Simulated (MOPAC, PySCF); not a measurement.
Constitutional and geometric isomers with formula C2H4B2. Gas-phase values, no solvent. One relaxed conformer stands for each flexible species; it need not be the lowest. Strings in code marks are SMILES.

Quantity: vertical ionisation energy (energy after one electron is removed minus that of the parent at the parent's geometry), in eV.

Level 1: PBE-D3(BJ)/def2-TZVP // CAM-B3LYP-D3(BJ)/def2-TZVP (PySCF)
Level 2: PBE/6-31G* // CAM-B3LYP-D3(BJ)/def2-TZVP (PySCF)
Level 3: minus the HOMO energy of CAM-B3LYP-D3(BJ)/def2-TZVP (PySCF)
Level 4: minus the HOMO energy of PM3 // CAM-B3LYP-D3(BJ)/def2-TZVP (MOPAC)

| species | level 2 | level 3 | level 4 |
|---|---|---|---|
| `BB1C=C1` | 10.12 | 9.39 | 11.70 |
| `B1=BCC1` | 7.15 | 6.45 | 10.56 |
| `B=C=BC` | 9.21 | 8.34 | 10.73 |
| `BC#CB` | 10.41 | 9.92 | 11.39 |
| `[H]/B=C/C=B/[H]` | 7.18 | 6.58 | 9.11 |

**Question.** What does level 1 give for each, and how far do the other levels lie from it on average?

**Answer.** 
- `BB1C=C1`: 10.27
- `B1=BCC1`: 7.38
- `B=C=BC`: 9.40
- `BC#CB`: 10.54
- `[H]/B=C/C=B/[H]`: 7.44
Mean absolute difference from level 1, which has limits of its own, over these rows (drawn at random from the members that have all these levels): level 2 0.193 eV, level 3 0.87 eV, level 4 1.69 eV.
